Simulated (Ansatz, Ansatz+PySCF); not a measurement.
```xyz
5

N     0.0042   -0.0019   -1.4249
H     0.9489    0.0089   -1.8100
H    -0.4776    0.8213   -1.8040
H    -0.4727   -0.8248   -1.8044
Cu   -0.0016    0.0044    0.5204
```

RHF on singlet CuNH3(+) was run in several spherical basis sets with Ansatz (development build ahead of 0.2.0).

Question: Rank the basis sets by the total energy that they give, lowest first, with the distance from the lowest.
A. cc-pVDZ
B. 6-31G(d)
C. def2-TZVP
D. def2-SVP
E. cc-pVTZ
F. STO-3G

Answer: E (0.00 eV), A (0.50 eV), C (1.11 eV), D (9.03 eV), B (10.48 eV), F (526.71 eV).

Totals follow the description of the cores as much as that of the bonds, so this order isn't one of quality for chemistry.
